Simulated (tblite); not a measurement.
C₄H₇OSSe (doublet state).
SMILES with atom numbers: `[CH2:1][Se@:2](=[O:3])[CH2:4][C:5]([CH3:6])=[S:7]` (hydrogens: H8, H9 on C1; H10, H11 on C4; H12, H13, H14 on C6)
Bond orders are those of one Lewis drawing.

Computed with GFN2-xTB (tblite), gas phase: L-BFGS steps from a force-field or distance-geometry start until the largest atomic force falls under 0.01 eV/Å.

Geometry at step 8:
```
atom  x, y, z in Å
C1      2.8814    0.2473    0.2296
Se2     1.3712    0.6554   -0.7661
O3      0.8295    2.0666   -0.2488
C4      0.0962   -0.6967    0.1049
C5     -1.2236   -0.5564   -0.5019
C6     -2.2915    0.1636    0.2425
S7     -1.5110   -1.1826   -1.9905
H8      3.5785    1.0709    0.3021
H9      3.2823   -0.7575    0.2156
H10     0.1909   -0.3503    1.1353
H11     0.5610   -1.6631   -0.0812
H12    -2.7287    0.9482   -0.3723
H13    -3.0927   -0.5441    0.4517
H14    -1.9441    0.5983    1.1773
```

Question: What forces act on the atoms?

Answer: 
```csv
atom,Fx (eV/Å),Fy (eV/Å),Fz (eV/Å)
C1,-0.165,0.075,-0.034
Se2,0.184,0.001,-0.151
O3,0.151,-0.067,-0.105
C4,0.023,0.066,0.022
C5,0.044,0.054,0.134
C6,-0.075,-0.020,0.002
S7,0.080,0.045,0.060
H8,-0.045,-0.112,0.144
H9,-0.052,0.217,-0.199
H10,-0.219,-0.267,0.157
H11,0.031,0.035,0.035
H12,0.045,0.035,-0.067
H13,-0.088,-0.019,0.080
H14,0.085,-0.042,-0.079
```

The largest, 0.38 eV/Å, acts on H10; the rms over all components is 0.107 eV/Å. The forces sum to zero within rounding, as they must for an isolated molecule in no field.

Question: Give the force on H10 in Eh/bohr and in nN.

Answer: 0.379 eV/Å ÷ 51.422 = 0.00738 Eh/bohr, and 0.379 eV/Å × 1.602 = 0.61 nN.

Question: How far is this geometry from the end of the optimisation?

Answer: 0.224 eV above it, and 0.607 Å rms away after alignment. The bonds farthest from their final lengths, with half the difference of the two atoms' forces along the bond (positive lengthens):

| bond | now (Å) | final (Å) | force along bond (eV/Å) |
| --- | --- | --- | --- |
| Se2–C4 | 2.052 | 2.164 | +0.07 |
| C1–Se2 | 1.854 | 1.818 | -0.12 |
| C4–C5 | 1.459 | 1.438 | -0.03 |
| C5=S7 | 1.640 | 1.649 | +0.03 |
| C1–H9 | 1.082 | 1.074 | -0.04 |
| C6–H14 | 1.088 | 1.095 | -0.01 |

The angle farthest from its final value is C5–C6–H14, 113.2° against 107.4°.

Of the 3 listed bonds off by 0.010 Å or more, this force points towards the final length in 3.

The cost below is that of the whole relaxation. Hardware: Arm Neoverse N1, one thread, shared host. Cost: 1.8 s wall.
